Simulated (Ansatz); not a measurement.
One change: `C#CC(=O)[SiH3]` becomes `O=C([SiH3])S[SiH3]`.

Ansatz, PBE0-D4/def2-TZVP geometries, multiplicity 1. 

| property | `C#CC(=O)[SiH3]` |
| --- | --- |
| HOMO–LUMO gap (B3LYP/def2-TZVPP) / eV | 4.72 |
| LUMO energy (B3LYP/def2-TZVPP) / eV | -2.53 |
| LUMO energy (ωB97M-V/def2-TZVPP) / eV | -0.11 |
| HOMO energy (PBE/def2-TZVPP) / eV | -5.95 |
| LUMO energy (PBE/def2-TZVPP) / eV | -3.33 |
| LUMO energy (PBE0/def2-TZVPP) / eV | -2.33 |

Question: What does the change do to each property? (Estimate.)

Answer: Computed: 
| property | `O=C([SiH3])S[SiH3]` | shift |
| --- | --- | --- |
| HOMO–LUMO gap (B3LYP/def2-TZVPP) / eV | 5.43 | 0.71 |
| LUMO energy (B3LYP/def2-TZVPP) / eV | -1.81 | 0.72 |
| LUMO energy (ωB97M-V/def2-TZVPP) / eV | 0.59 | 0.70 |
| HOMO energy (PBE/def2-TZVPP) / eV | -6.11 | -0.16 |
| LUMO energy (PBE/def2-TZVPP) / eV | -2.60 | 0.73 |
| LUMO energy (PBE0/def2-TZVPP) / eV | -1.61 | 0.72 |

B3LYP here is the variant with VWN-RPA as its local correlation; programs differ in this.
